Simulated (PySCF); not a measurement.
Isomers of C7H14O3, mass 146.094 u with the commonest isotopes. Method: PBE0/pcSseg-1 in PySCF (dipole) on a GFN2-xTB geometry, gas phase. One conformer each, none proved a minimum here; rigid rotors.

Question: Order these by rotational constant B, largest first.
A. `[CH3:1][CH:2]([CH3:3])[CH2:4][O:5][C:6](=[O:7])[C@@H:8]([CH3:9])[OH:10]` with C1–C2–C4–O5 -174°, C2–C4–O5–C6 167°, C4–O5–C6–O7 0°, O5–C6–C8–C9 71°, C6–C8–O10–H -20° (isobutyl lactate)
B. `[CH3:1][O:2][C:3](=[O:4])[O:5][CH2:6][C:7]([CH3:8])([CH3:9])[CH3:10]` with C1–O2–C3–O4 1°, O2–C3–O5–C6 178°, C3–O5–C6–C7 -106°
C. `[CH3:1][CH2:2][C@@H:3]([CH3:4])[O:5][C:6](=[O:7])[C@H:8]([CH3:9])[OH:10]` with C1–C2–C3–C4 173°, C2–C3–O5–C6 155°, C3–O5–C6–O7 -1°, O5–C6–C8–C9 -71°, C6–C8–O10–H 20°

Answer: C (719.5 MHz), B (677.9 MHz), A (583.2 MHz).

Question: Order these by rotational constant C, largest first.
A. `[CH3:1][CH:2]([CH3:3])[CH2:4][O:5][C:6](=[O:7])[C@@H:8]([CH3:9])[OH:10]` with C1–C2–C4–O5 -174°, C2–C4–O5–C6 167°, C4–O5–C6–O7 0°, O5–C6–C8–C9 71°, C6–C8–O10–H -20° (isobutyl lactate)
B. `[CH3:1][O:2][C:3](=[O:4])[O:5][CH2:6][C:7]([CH3:8])([CH3:9])[CH3:10]` with C1–O2–C3–O4 1°, O2–C3–O5–C6 178°, C3–O5–C6–C7 -106°
C. `[CH3:1][CH2:2][C@@H:3]([CH3:4])[O:5][C:6](=[O:7])[C@H:8]([CH3:9])[OH:10]` with C1–C2–C3–C4 173°, C2–C3–O5–C6 155°, C3–O5–C6–O7 -1°, O5–C6–C8–C9 -71°, C6–C8–O10–H 20°

Answer: C (676.8 MHz), B (652.1 MHz), A (540.1 MHz).

Question: Order these by out-of-plane moment Σ m c² = (Ia + Ib − Ic)/2, smallest first.
A. `[CH3:1][CH:2]([CH3:3])[CH2:4][O:5][C:6](=[O:7])[C@@H:8]([CH3:9])[OH:10]` with C1–C2–C4–O5 -174°, C2–C4–O5–C6 167°, C4–O5–C6–O7 0°, O5–C6–C8–C9 71°, C6–C8–O10–H -20°
B. `[CH3:1][CH2:2][C@@H:3]([CH3:4])[O:5][C:6](=[O:7])[C@H:8]([CH3:9])[OH:10]` with C1–C2–C3–C4 173°, C2–C3–O5–C6 155°, C3–O5–C6–O7 -1°, O5–C6–C8–C9 -71°, C6–C8–O10–H 20°
C. `[CH3:1][O:2][C:3](=[O:4])[O:5][CH2:6][C:7]([CH3:8])([CH3:9])[CH3:10]` with C1–O2–C3–O4 1°, O2–C3–O5–C6 178°, C3–O5–C6–C7 -106°

Answer: A (52.19 u·Å²), C (70.77 u·Å²), B (94.39 u·Å²).

```json
{"SMILES": "CC(C)COC(=O)[C@@H](C)O", "point group": "C1", "Ia (u·Å²)": "173.56", "Ib (u·Å²)": "866.57", "Ic (u·Å²)": "935.74", "κ": "-0.96", "μa (D)": "3.02", "μb (D)": "1.13", "μc (D)": "0.76"}
{"SMILES": "CC[C@@H](C)OC(=O)[C@H](C)O", "point group": "C1", "Ia (u·Å²)": "233.12", "Ib (u·Å²)": "702.37", "Ic (u·Å²)": "746.70", "κ": "-0.94", "μa (D)": "2.84", "μb (D)": "0.70", "μc (D)": "1.48"}
{"SMILES": "COC(=O)OCC(C)(C)C", "point group": "C1", "Ia (u·Å²)": "171.06", "Ib (u·Å²)": "745.54", "Ic (u·Å²)": "775.05", "κ": "-0.98", "μa (D)": "0.12", "μb (D)": "0.34", "μc (D)": "0.26"}
```
